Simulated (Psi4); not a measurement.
Pair of molecules, SMILES S with SMILES C#N (the first has 3 atoms); geometry from B3LYP-D3(BJ)/def2-TZVP, rigid monomers moved along the line of their centres of mass till H2···N5 is 3.33 Å.
(charge 0, multiplicity 1):
```xyz
6

S      0.219     0.023    -0.802
H      0.311    -0.050     0.537
H     -0.011    -1.294    -0.923
C      0.649    -0.137     4.994
N      0.548    -0.192     3.855
H      0.743    -0.087     6.056
```

Level of theory: Psi4 1.11 with SAPT0/jun-cc-pV(D+d)Z.

Question: Which attractive term is largest, and how does the interaction split up?

Answer: electrostatics -1.07, exchange 0.11, induction -0.10, dispersion -0.24, total -1.31 kcal/mol; the largest attraction is electrostatics.
